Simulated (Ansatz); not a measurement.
`CN[Si](F)(F)Cl` → `F[SiH](F)Cl` + `C=N` at 600 K and 1 bar (β-hydride elimination).

Gas-phase electronic energies from Ansatz, PBE0-D4/def2-TZVP geometries. CCSD(T)/CBS is the MP2 limit (def2-TZVPP, def2-QZVPP) plus CCSD(T) − MP2 in def2-TZVPP, frozen cores. This one scheme is used for every species. Each species was taken in one conformer, which may not be the lowest.

| species | CCSD(T)/CBS energy (Eh) | H − E (kJ/mol) | S (J/(mol·K)) |
| --- | --- | --- | --- |
| `CN[Si](F)(F)Cl` | -1043.83156 | 230.5 | 468.0 |
| `F[SiH](F)Cl` | -949.23245 | 82.4 | 354.3 |
| `C=N` | -94.52360 | 129.6 | 259.4 |

H − E and S are ideal-gas, rigid-rotor, harmonic terms from PBE0-D4/def2-TZVP, for one conformer and one mirror image of each species. 1 Eh = 2625.50 kJ/mol, R = 8.31446 J/(mol·K).

By hand: ΔE, ΔH, ΔS and ΔG.

ΔE = (-949.23245) + (-94.52360) − (-1043.83156) = 0.07551 Eh = 198.3 kJ/mol. Δ(H − E) = 82.4 + 129.6 − 230.5 = -18.5, so ΔH = 179.8 kJ/mol. ΔS = 354.3 + 259.4 − 468.0 = 145.7 J/(mol·K). ΔG = 179.8 − 600 × (145.7)/1000 = 92.4 kJ/mol.

By hand: the equilibrium constant, and the temperature at which ΔG would vanish if ΔH and ΔS stayed fixed.

log₁₀ K = −ΔG/(RT ln 10) = -8.0. ΔG = 0 at ΔH/ΔS = 1234 K.

The number of gas molecules changes by +1, which sets the sign of ΔS. A doubt of 5 kJ/mol in ΔE shifts log₁₀ K by 0.4 here. Other conformers and mirror images would add mixing entropy, several J/(mol·K) or more a flexible species. Modes under 60 cm⁻¹, often nearly free rotors, make the harmonic entropy too high. These are equilibria of isolated gas molecules and say nothing of rates. Largest T1 diagnostic: 0.012 (customary marks: 0.02 for closed shells, 0.045 for open ones).
